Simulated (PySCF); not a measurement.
Small edits and their spectra

Starting compound: `O(C)/C(C#N)=C/[SiH2]C`, C5H9NOSi.

¹H NMR (400 MHz, computed): δ 4.94 (t, 1H), 4.64 (m, 2H), 3.76 (s, 3H), 0.27 (t, 3H). ¹³C{¹H} NMR (computed): δ 151.3 (C), 119.4 (C), 110.4 (CH), 55.7 (CH3), -6.6 (CH3).

PySCF calculation with GFN2-xTB structure and NMR shieldings at PBE0/pcSseg-1/GIAO; non-relativistic, single conformer, averaged over atoms made equivalent by symmetry, fast rotation or ring inversion, gas phase.

δ = σ(ref) − σ, references computed at the same level: ¹H, ¹³C vs TMS. Where no couplings were computed, multiplicities follow the n + 1 count of equivalent neighbours, and m marks all less simple cases (inequivalent or close neighbours, rings, F or P nearby). Shifts are as computed. Against solution values, carbons near 30 ppm lie about +3 ppm off and those near 130 ppm about +5 ppm. Of 1309 compounds with measured shifts, 239 miss one by over three times the rms of a fit or turn the order of signals round; such compounds aren't used in these exercises. OH and NH positions are gas-phase values without hydrogen bonding to other molecules.

Product 1. ¹H NMR (400 MHz, computed): δ 7.53 (m, 1H), 5.65 (m, 1H), 5.64 (m, 1H), 4.77 (q, 2H), 4.07 (s, 3H), 0.32 (t, 3H). ¹³C{¹H} NMR (computed): δ 142.3 (C), 139.6 (CH), 134.1 (C), 126.9 (CH2), 119.9 (C), 58.5 (CH3), -5.2 (CH3).

Product 2. ¹H NMR (400 MHz, computed): δ 8.01 (s, 1H), 6.74 (t, 1H), 4.55 (m, 2H), 0.53 (t, 3H). ¹³C{¹H} NMR (computed): δ 159.9 (CH), 138.4 (C), 135.5 (CH), 117.8 (C), -8.6 (CH3).

Product 3. ¹H NMR (400 MHz, computed): δ 6.09 (d, 1H), 5.47 (m, 1H), 3.97 (s, 3H), 0.69 (br s, 2H), 0.17 (d, 3H). ¹³C{¹H} NMR (computed): δ 148.3 (C), 129.5 (CH), 120.3 (C), 58.1 (CH3), -2.6 (CH3).

Product 4. ¹H NMR (400 MHz, computed): δ 6.19 (t, 1H), 4.41 (m, 2H), 4.07 (s, 3H), 1.96 (m, 2H), 1.22 (t, 1H). ¹³C{¹H} NMR (computed): δ 150.4 (C), 124.4 (CH), 118.2 (C), 85.5 (C), 73.7 (CH), 58.6 (CH3), 1.6 (CH2).

Task: Each product comes from one edit: H on C replaced by ethynyl (`C#CC[SiH2]/C=C(/C#N)OC`); H on C replaced by vinyl (`C=C/C([SiH2]C)=C(/C#N)OC`); H on Si replaced by NH2 (`CO/C(C#N)=C/[Si@@H](C)N`); CH2 replaced by C=O (`C[SiH2]/C=C(\C#N)OC=O`). Which is which?

Result: 
- Product 1: H on C replaced by vinyl, C=C/C([SiH2]C)=C(/C#N)OC. δC 126.9: terminal =CH2 carbon; an sp2 carbon of a C=C bond. δC 119.9: nitrile carbon; C≡N carbons fall here, among the sp2 signals but without a proton.
- Product 2: CH2 replaced by C=O, C[SiH2]/C=C(\C#N)OC=O. δC 135.5: β carbon of an enol-ether or enamine type C=C. δC 117.8: nitrile carbon; typical of a nitrile.
- Product 3: H on Si replaced by NH2, CO/C(C#N)=C/[Si@@H](C)N. δC 120.3: nitrile carbon; typical of a nitrile. δH 0.17: hydrogen on a methyl carbon bonded to Si; an electropositive neighbour shields it, as in TMS itself.
- Product 4: H on C replaced by ethynyl, C#CC[SiH2]/C=C(/C#N)OC. δC 85.5: alkyne carbon; sp carbons lie upfield of alkene carbons because the cylindrical π system leaves one tensor component strongly shielded. δC 73.7: terminal alkyne carbon; sp carbons lie upfield of alkene carbons because the cylindrical π system leaves one tensor component strongly shielded.
